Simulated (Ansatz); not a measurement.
CClFI₂, SMILES `FC(Cl)(I)I`. The species carries charge 0 and has multiplicity 1. I takes the def2 core potential. The geometry is a stationary point of PBE0-D4/def2-TZVP.

```xyz
5

F    -0.100    0.054   -1.446
C     0.060    0.023   -0.119
Cl    1.718    0.459    0.253
I    -0.368   -1.977    0.559
I    -1.309    1.441    0.752
```

(1) What is the dipole moment at B3LYP/def2-TZVPP? (An estimate is asked.)

(2) And with PBE, r2SCAN, ωB97M-V? (Estimate.)

(3) Give the Mulliken charges with B3LYP, PBE, r2SCAN in def2-TZVPP. (An estimate is asked.)

Answers

(1) Ansatz gave: 0.67 D, with components (-0.23, -0.10, 0.62) D in this frame, pointing from negative to positive charge.

(2) Computed: PBE 0.49 D, r2SCAN 0.51 D, ωB97M-V 0.72 D.

(3) Computed: 
```
atom  B3LYP    PBE  r2SCAN
  F1  -0.13  -0.07   -0.11
  C2   0.11   0.09    0.16
 Cl3  -0.04  -0.02   -0.04
  I4   0.03   0.01    0.00
  I5   0.03   0.01    0.00
```

B3LYP here is the variant with VWN-RPA as its local correlation; programs differ in this.
